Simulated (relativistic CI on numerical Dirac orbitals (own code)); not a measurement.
Calculated levels, Sn⁴⁺

Method of calculation: Dirac-Coulomb-Breit CI, orbitals from a KLI potential per configuration, QED by a radiative potential, valence Slater integrals scaled by 0.85, P86 correlation energy added to each configuration (own radial code, finite nucleus).

Configurations in the expansion (outside the closed core [Kr]): 4d10, 4d9 5s, 4d9 4f, 4d9 5p, 4d9 5d, 4d9 6s, 4d9 6p, 4d9 6d, 4d9 7s, 4d9 5f, 4d9 7p, 4d9 5g, 4d9 7d, 4d9 6f. Double excitations out of closed p, d and f shells are left out; levels of such configurations are missing from the list, as are those of other unlisted configurations, and high levels can miss mixing partners.

```tsv
No.	Configuration	Term	J	E (cm⁻¹)	%	Next component (%)	Landé g
1	4d10	1S	0	0	100		
2	4d9 5s	3D	3	189380	100		1.333
3	4d9 5s	3D	2	191883	72	28 1D	1.120
4	4d9 5s	3D	1	197783	100		0.498
5	4d9 5s	1D	2	200970	72	28 3D	1.046
6	4d9 5p	3P°	2	265045	87	10 3D°	1.451
7	4d9 5p	3F°	3	268127	58	32 1F°	1.079
8	4d9 5p	3P°	1	273170	89	9 3D°	1.400
9	4d9 5p	3F°	4	273808	100		1.250
10	4d9 5p	3F°	2	274540	87	9 3D°	0.744
11	4d9 5p	3P°	0	278496	100		
12	4d9 5p	1D°	2	278979	67	21 3D°	1.045
13	4d9 5p	3D°	3	279639	71	29 1F°	1.236
14	4d9 5p	1P°	1	282050	84	16 3D°	0.920
15	4d9 5p	3F°	3	284268	41	39 1F°	1.102
16	4d9 5p	3D°	1	286234	75	14 1P°	0.678
17	4d9 5p	3D°	2	287776	60	31 1D°	1.091
18	4d9 5d	3S	1	376018	81	16 3P	1.894
19	4d9 5d	3G	4	380009	56	43 1G	1.031
20	4d9 5d	3G	5	380372	100		1.200
21	4d9 5d	3P	2	380577	65	33 3D	1.375
22	4d9 5d	1P	1	380704	53	23 3D	1.006
23	4d9 5d	3D	3	382059	69	26 3F	1.240
24	4d9 5d	1F	3	383077	46	22 3G	1.016
25	4d9 5d	1D	2	383399	46	23 3D	1.065
26	4d9 5d	3F	4	383775	77	18 1G	1.195
27	4d9 5d	3P	0	384692	98	2 1S	
28	4d9 5d	3P	1	387377	44	36 1P	1.373
29	4d9 5d	3G	3	388502	73	19 1F	0.823
30	4d9 5d	3D	1	389469	74	18 3P	0.727
31	4d9 5d	1G	4	389884	39	39 3G	1.073
32	4d9 5d	3D	2	390953	41	37 1D	1.153
33	4d9 5d	3F	2	391768	80	17 1D	0.739
34	4d9 5d	3F	3	392286	52	34 1F	1.087
35	4d9 6s	3D	3	402135	100		1.333
36	4d9 6s	1D	2	402892	52	48 3D	1.079
37	4d9 5d	1S	0	408882	90	7 4d9 6d 1S	
38	4d9 6s	3D	1	410587	100		0.498
39	4d9 6s	3D	2	411162	52	48 1D	1.087
40	4d9 4f	3P°	0	413914	99	1 4d9 5f 3P°	
41	4d9 4f	3P°	1	414946	95	4 3D°	1.463
42	4d9 4f	3P°	2	416859	82	10 3D°	1.431
43	4d9 4f	3H°	6	419137	100		1.167
44	4d9 4f	3H°	5	420645	68	31 1H°	1.024
45	4d9 4f	1D°	2	422895	39	35 3F°	0.925
```

Energies count from the lowest computed level; ° marks odd parity.

The mean weight of the leading LS term, summed over parents, in these 45 levels is 74 %, and that of the leading jj configuration (from the same eigenvectors) 83 %.

At this charge configurations can still be misplaced by up to about 7 % of their energy. 13 of the 16 excited levels that our extract of the measured tables holds in this range could be paired (the sources list more); they are missed by 8357 cm⁻¹ on average and 21869 at most, and levels without a partner can miss by more.

LS names give the leading component of a level, which can be under half, so a name can repeat, a term be missing and a line seem to break the LS rules.
